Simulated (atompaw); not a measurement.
## Before and after: PAW (atompaw) potential for Bi (Z = 83)

* Element: Bi
* Generator: atompaw 4.2.0.5
* Type: PAW
* Functional: PBEsol
* Relativity: scalar-relativistic
* Frozen core: [Xe] 4f14
* Valence charge: 15
* Reference configuration: 5d10 6s2 6p3
* Partial waves: 6s (bound): rc 1.70 bohr; 6s channel at 0.8 Ry: rc 2.65 bohr; 6p (bound): rc 2.65 bohr; 6p channel at 0.05 Ry: rc 2.65 bohr; 5d (bound): rc 2.65 bohr; 5d channel at -1.25 Ry: rc 2.35 bohr
* Local potential: bessel scheme, radius 2.65 bohr
* Core correction: smooth core density matched at 1.90 bohr
* Augmentation charge: gaussian compensation charge, radius 2.10 bohr; PAW radius 2.65 bohr; waves and projectors: custom polynom2 7 10 vanderbiltortho

Change: augmentation gaussian compensation charge, radius 2.10 bohr; PAW radius 2.65 bohr; waves and projectors: custom rrkj vanderbiltortho.

Cutoffs: the cutoffs (Ry, on a coarse ladder) from which the occupation-weighted sum of valence levels, in a spherical-Bessel basis at the reference potential, stays within 10 and 1 mRy of its value at 400 Ry; they do not see the model core or the augmentation charge, which bear on the density cutoff.

Task: What does the change do?

Result: The potential gets softer (30 Ry and 70 Ry → 18 Ry and 30 Ry); the bound ghost in s disappears.

```tsv
quantity	base	changed
cutoff, loose	30 Ry	18 Ry
cutoff, tight	70 Ry	30 Ry
loose cutoff by channel (10 mRy a level)	s 18 Ry, p 8 Ry, d 15 Ry	s 12 Ry, p 6 Ry, d 12 Ry
bound ghosts	s	none
s: phases at 2.66 bohr within 0.05 rad from the reference energy up to (Ry; the scan ends near 5)	2.6	3.2
p: phases at 2.66 bohr within 0.05 rad from the reference energy up to (Ry; the scan ends near 5)	3.9	3.9
d: phases at 2.66 bohr within 0.05 rad from the reference energy up to (Ry; the scan ends near 5)	0.6	0.8
lowest overlap eigenvalue by channel	s 0.29, p 0.91, d 1.00	s 0.03, p 0.58, d 0.04
```

 A true bound ghost makes a file unfit for plane-wave use even where its test errors are small: the radial tests pick states by their node count and pass the ghost by. The cutoffs see the waves, projectors and local potential, not the compensation charge or the core.
